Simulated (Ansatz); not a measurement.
`C[Si](O)([SiH3])Cl` + H₂ → `C[SiH](O)[SiH3]` + HCl at 400 K and 1 bar (hydrogenolysis of the Si–Cl bond).

Gas-phase electronic energies from Ansatz, PBE0-D4/def2-TZVP geometries. CBS: MP2 limit from def2 TZ/QZ plus the TZ coupled-cluster correction, frozen cores. This one scheme is used for every species. Each species was taken in one conformer, which may not be the lowest.

```json
{"species": "`C[Si](O)([SiH3])Cl`", "CCSD(T)/CBS energy (Eh)": "-1155.49045", "H − E (kJ/mol)": "246.5", "S (J/(mol·K))": "433.7"}
{"species": "H₂", "CCSD(T)/CBS energy (Eh)": "-1.17544", "H − E (kJ/mol)": "38.0", "S (J/(mol·K))": "139.0"}
{"species": "`C[SiH](O)[SiH3]`", "CCSD(T)/CBS energy (Eh)": "-696.24702", "H − E (kJ/mol)": "258.4", "S (J/(mol·K))": "399.9"}
{"species": "HCl", "CCSD(T)/CBS energy (Eh)": "-460.38127", "H − E (kJ/mol)": "29.6", "S (J/(mol·K))": "195.4"}
```

H − E and S are ideal-gas, rigid-rotor, harmonic terms from PBE0-D4/def2-TZVP, for one conformer and one mirror image of each species. The MP2-based limit puts H₂ 0.8 mEh under its directly extrapolated value; such offsets cancel only in part. 1 Eh = 2625.50 kJ/mol, R = 8.31446 J/(mol·K).

**Question.** By hand: ΔE, ΔH, ΔS and ΔG.

**Answer.** ΔE = (-696.24702) + (-460.38127) − (-1155.49045) − (-1.17544) = 0.03760 Eh = 98.7 kJ/mol. Δ(H − E) = 258.4 + 29.6 − 246.5 − 38.0 = 3.5, so ΔH = 102.2 kJ/mol. ΔS = 399.9 + 195.4 − 433.7 − 139.0 = 22.6 J/(mol·K). ΔG = 102.2 − 400 × (22.6)/1000 = 93.2 kJ/mol.

**Question.** By hand: the equilibrium constant, and the temperature at which ΔG would vanish if ΔH and ΔS stayed fixed.

**Answer.** log₁₀ K = −ΔG/(RT ln 10) = -12.2. ΔG = 0 at ΔH/ΔS = 4522 K, far beyond where these terms or the molecules hold.

ΔH outweighs TΔS. A doubt of 5 kJ/mol in ΔE shifts log₁₀ K by 0.7 here. Other conformers and mirror images would add mixing entropy, several J/(mol·K) or more a flexible species. These are equilibria of isolated gas molecules and say nothing of rates. Largest T1 diagnostic: 0.012 (customary marks: 0.02 for closed shells, 0.045 for open ones).
